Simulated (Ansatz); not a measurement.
`C[Si](C)(F)C#N` + H–F → `C[Si](F)(F)C#N` + CH₄ at 400 K and 1 bar (ligand exchange at the Si–C bond).

Calculated with Ansatz (gas phase, PBE0-D4/def2-TZVP geometries, no zero-point term in ΔE). CBS: MP2 limit from def2 TZ/QZ plus the TZ coupled-cluster correction, frozen cores. This one scheme is used for every species.

```csv
species,CCSD(T)/CBS energy (Eh),H − E (kJ/mol),S (J/(mol·K))
`C[Si](C)(F)C#N`,-561.44132,263.2,411.1
H–F,-100.39570,36.5,182.2
`C[Si](F)(F)C#N`,-621.42890,169.8,386.8
CH₄,-40.46206,131.3,197.2
```

H − E and S are ideal-gas, rigid-rotor, harmonic terms from PBE0-D4/def2-TZVP. 1 Eh = 2625.50 kJ/mol, R = 8.31446 J/(mol·K).

Q: By hand: ΔE, ΔH, ΔS and ΔG.

A: ΔE = (-621.42890) + (-40.46206) − (-561.44132) − (-100.39570) = -0.05394 Eh = -141.6 kJ/mol. Δ(H − E) = 169.8 + 131.3 − 263.2 − 36.5 = 1.4, so ΔH = -140.2 kJ/mol. ΔS = 386.8 + 197.2 − 411.1 − 182.2 = -9.3 J/(mol·K). ΔG = -140.2 − 400 × (-9.3)/1000 = -136.5 kJ/mol.

Q: By hand: the equilibrium constant, and the temperature at which ΔG would vanish if ΔH and ΔS stayed fixed.

A: log₁₀ K = −ΔG/(RT ln 10) = 17.8. ΔG = 0 at ΔH/ΔS = 15075 K, far beyond where these terms or the molecules hold.

The number of gas molecules stays the same, so ΔS is small and ΔH decides. A doubt of 5 kJ/mol in ΔE shifts log₁₀ K by 0.7 here. These are equilibria of isolated gas molecules and say nothing of rates. Largest T1 diagnostic: 0.012 (customary marks: 0.02 for closed shells, 0.045 for open ones).
